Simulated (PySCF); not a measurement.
CH6ClFSi2, SMILES [SiH3][Si@](F)(C)Cl.

Geometry optimised at B3LYP-D3(BJ)/def2-SVP. The structure was generated by enumeration; whether it is a known compound was not checked.

Two levels are set side by side: TDDFT-PBE/def2-SVPD (PySCF) and TDDFT-B3LYP/def2-SVPD (PySCF). Vertical, same geometry. The lowest singlet is HOMO→LUMO 90 % with PBE and HOMO→LUMO 96 % with the other functional; states are paired by order. Differences are taken from unrounded values.

| quantity | TDDFT-PBE |
|---|---|
| lowest singlet excitation (eV) | 6.22 |
| lowest triplet excitation (TDA) (eV) | 5.59 |
| first bright state (f over 0.05) (eV) | 6.69 |
| its oscillator strength | 0.09 |

These are the TDDFT-PBE values. What does TDDFT-B3LYP give? (The exact figures need the calculation; the answer reports its results.)


```
quantity                               TDDFT-B3LYP  TDDFT-PBE minus TDDFT-B3LYP
-------------------------------------  -----------  ---------------------------
lowest singlet excitation (eV)                6.69                        -0.46
lowest triplet excitation (TDA) (eV)          5.98                        -0.39
first bright state (f over 0.05) (eV)         7.20                        -0.51
its oscillator strength                       0.13                        -0.04
```

Functionals without exact exchange tend to place singlet excitations lower, as here. Differences between two approximate levels are no errors against the true value.

Rough cost on one machine, each run with all the roots and properties that it gave: TDDFT-B3LYP against TDDFT-PBE about 4 times.
